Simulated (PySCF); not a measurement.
**J couplings in C$_{3}$H$_{10}$GeN$_{2}$**

Geometry (Å), atoms numbered from 1 in this order:
```xyz
16

C    -1.075   -0.532    1.309
N    -1.048    0.034   -0.014
C    -1.427    1.420   -0.068
Ge    0.142   -0.644   -1.238
C     2.009   -0.176   -0.803
N     2.709   -1.034   -0.177
H    -0.361   -0.054    2.014
H    -2.084   -0.432    1.752
H    -0.835   -1.607    1.279
H    -2.445    1.559    0.345
H    -0.754    2.092    0.508
H    -1.447    1.780   -1.108
H     0.022   -2.175   -1.198
H    -0.249   -0.028   -2.597
H     2.391    0.833   -1.070
H     3.646   -0.665    0.031
```

Indirect spin–spin couplings were computed at B3LYP/pcJ-1 (pcSseg-1 on Ge) (spin–dipole term only in couplings to heteroatoms) (PySCF) on a PBE0-D3(BJ)/def2-SVP structure, for the isolated molecule, without vibrational or relativistic corrections. Couplings are averaged over pairs made equivalent by symmetry, fast rotation or ring inversion, so a value needn't be that of the named pair in this geometry, while other rotamers aren't included; one pair stands for each set, and the list holds those of at least 1.5 Hz over up to four bonds.

Isotopes: $^{13}$C, $^{1}$H, $^{15}$N.

| pair | bonds | J (Hz) |
| --- | --- | --- |
| C1, N2 | 1 | ? |
| C1, H7 | 1 | ? |
| C5, N6 | 1 | 2.9 |
| C5, H15 | 1 | ? |
| N6, H16 | 1 | -42.3 |
| N2, H13 | 2 | -8.4 |
| C5, H13 | 2 | 18.2 |
| C5, H16 | 2 | -12.6 |
| N6, H15 | 2 | 2.8 |
| H7, H8 | 2 | -12.4 |
| H13, H14 | 2 | 16.2 |
| C1, H10 | 3 | 5.8 |
| C1, H13 | 3 | ? |
| N6, H13 | 3 | -3.6 |
| H13, H15 | 3 | 3.5 |
| H15, H16 | 3 | 23.4 |
| H13, H16 | 4 | ? |

Estimate the withheld couplings, with signs.

## Answers


- $^{1}J$(C1,N2) = -7.8 Hz (bond length 1.440 Å)
- $^{1}J$(C1,H7) = 138.6 Hz (bond length 1.111 Å)
- $^{1}J$(C5,H15) = 151.3 Hz (bond length 1.112 Å)
- $^{3}J$(C1,H13) = 3.4 Hz (mean over equivalent pairs that range from 0.6 to 6.1 Hz in this conformer)
- $^{4}J$(H13,H16) = 2.4 Hz (mean over equivalent pairs that range from -0.8 to 5.5 Hz in this conformer)

Relativistic effects of the heavier atoms present are left out.
